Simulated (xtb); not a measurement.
W(O)(NH)(OMe)(SH) (CH5NO2SW), SMILES C[O][W](=[NH])(=[O])[SH], multiplicity 1. All values are semi-empirical tight-binding results from xtb (GFN2-xTB unless named), good for trends rather than for accurate numbers. The structure is a stationary point at GFN2-xTB. The multiplicity is an assumed one; other spin states were not compared. Other conformers were not sampled.

For metal compounds this method's bond lengths and energies can be far off.

```
Property                                      Result
-------------------------------------  -------------
orbital gap                                  2.78 eV
zero-point energy                      39.4 kcal/mol
G − E(el) at 298.15 K (modified RRHO)  16.1 kcal/mol
```
